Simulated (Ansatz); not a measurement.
Computed with Ansatz on PBE0-D4/def2-TZVP structures; ΔE is electronic, products minus reactants. CBS: MP2 limit from def2 TZ/QZ plus the TZ coupled-cluster correction, frozen cores. This one scheme is used for every species. DFT in def2-TZVPP. B3LYP here is the variant with VWN-RPA as its local correlation; programs differ in this. Each species was taken in one conformer, which may not be the lowest.

Consider the ligand exchange at a B–F bond: `OB(F)CF` + CH₃SH → `CSB(O)CF` + H–F.

CCSD(T)/CBS gives +83.9 kJ/mol.

**Question.** Another level gave +81.1 kJ/mol. Which?
A. B3LYP/def2-TZVPP
B. CCSD/def2-TZVPP
C. CCSD(T)/def2-TZVPP
D. MP2/def2-TZVPP

**Answer.** D. MP2/def2-TZVPP 81.1, CCSD(T)/def2-TZVPP 88.7, CCSD/def2-TZVPP 94.6, B3LYP 104.1 kJ/mol.

Largest T1 diagnostic among the species: 0.012.

From PBE to PBE0 (25 % exact exchange), in def2-TZVPP and without D4, ΔE moves by +3.0 kJ/mol. The D4 term adds −11.9 kJ/mol with B3LYP and −6.6 kJ/mol with PBE0; it sums over pairs of atoms, weighted by their polarisabilities, and B3LYP, whose exchange is more repulsive, gets the larger term. In def2-TZVPP, CCSD(T) changes the Hartree–Fock value by −32.8 kJ/mol (the triples alone add −5.9 kJ/mol) and MP2 by −40.5 kJ/mol.
